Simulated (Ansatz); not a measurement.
A structure relaxed at PBE0-D4/def2-TZVP, charge 0, multiplicity 2:

Cartesian coordinates in Å:
```
C 1.129 -0.283 -0.017
Si -0.645 0.087 0.039
F -1.432 -1.165 0.604
Cl -1.044 1.668 1.253
Cl -1.385 0.496 -1.809
H 1.521 -1.247 0.288
H 1.857 0.444 -0.358
```

(1) Give its formula and SMILES.

(2) Point group (tolerance 0.08 Å, 0.16 Å for H)?

(3) Summarise the bond lengths by kind.

Results:

(1) CH2Cl2FSi, `[CH2][Si](F)(Cl)Cl`.

(2) Cs.

(3) 1 × C–Si 1.813 Å; 2 × C–H 1.084 to 1.085 Å; 1 × F–Si 1.583 Å; 2 × Cl–Si 2.032 Å.

Program: Ansatz 0.2.0.
